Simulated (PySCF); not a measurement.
A species of formula C2H8SeSi has this rotational fingerprint, computed with PySCF, PBE0-D3(BJ)/def2-SVP geometry optimisation, gas phase:

* Rotational constants: A = 4244, B = 2549, C = 1754 MHz
* Dipole components: |μa| = 1.00 D, |μb| = 1.06 D, |μc| = 0.43 D
* Inertial defect: -29.24 u·Å²
* κ: -0.36

Problem. Which candidate fits, each taken in the one conformer that was computed?
A. `[CH3:1][CH2:2][SiH2:3][SeH:4]` with C1–C2–Si3–Se4 -179°, C2–Si3–Se4–H -66°
B. `[CH3:1][SiH:2]([CH3:3])[SeH:4]` with C1–Si2–Se4–H -62°
C. `[CH3:1][CH2:2][Se:3][SiH3:4]` with C1–C2–Se3–Si4 -72°

Solution. C. It is CC[Se][SiH3], an asymmetric top, point group C1. The candidates at the same level (rigid rotor, commonest isotopes):

```tsv
SMILES	A (MHz)	B (MHz)	C (MHz)	μa (D)	μb (D)	μc (D)	Δ (u·Å²)	point group	rotor
C[SiH](C)[SeH]	5288	1828	1487	1.82	0.00	0.93	-32.30	–	asymmetric top
CC[Se][SiH3]	4244	2549	1754	1.00	1.06	0.43	-29.24	C1	asymmetric top
CC[SiH2][SeH]	13069	1182	1122	1.55	0.60	0.56	-15.76	–	near-prolate asymmetric top
```

`CC[SiH2][SeH]` has A 208 % too high; `C[SiH](C)[SeH]` has B 28 % too low. No structure here is proved a minimum.
